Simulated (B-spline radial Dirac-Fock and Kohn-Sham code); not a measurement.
**Dipole and non-dipole photoemission parameters of Ru⁴⁺ 3p1/2**

System: the Ru⁴⁺ ion, 1s2 2s2 2p6 3s2 3p6 3d10 4s2 4p6 4d4; threshold 538.4 eV (orbital energy of the model). These are calculated numbers from an atomic code on a B-spline grid; the model is Dirac-Hartree-Slater photoionisation with a Latter tail; cross sections with all multipoles, angular parameters from the dipole term and its interference with E2.

```
hν (eV)  σ (kb)      β       γ      δ
   1230    65.1  1.579  -0.013  0.002
   1240    64.3  1.580  -0.014  0.002
   1290       ?      ?       ?      ?
   1610    40.5  1.610  -0.006  0.002
   1660    38.3  1.610   0.001  0.002
   2000    26.5  1.606   0.069  0.004
   2780    13.1  1.567   0.265  0.009
   2890    12.0  1.560   0.293  0.010
   2910    11.8  1.559   0.298  0.011
   4000    5.59  1.491   0.561  0.021
   4180    5.02  1.480   0.601  0.023
   5100    3.03  1.425   0.787  0.034
 5414.7    2.60  1.407   0.845  0.038
   8900   0.670  1.238   1.340  0.084
   9210   0.607  1.225   1.374  0.088
  11300   0.336  1.146   1.574  0.117
  11400   0.327  1.142   1.583  0.118
  12300   0.261  1.111   1.656  0.131
  14100   0.173  1.055   1.786  0.155
  15000   0.144  1.030   1.843  0.167
```

**Question.** Give the values at 1290 eV.

**Answer.** σ = 60.1 kb, β = 1.588, γ = -0.020, δ = 0.001.
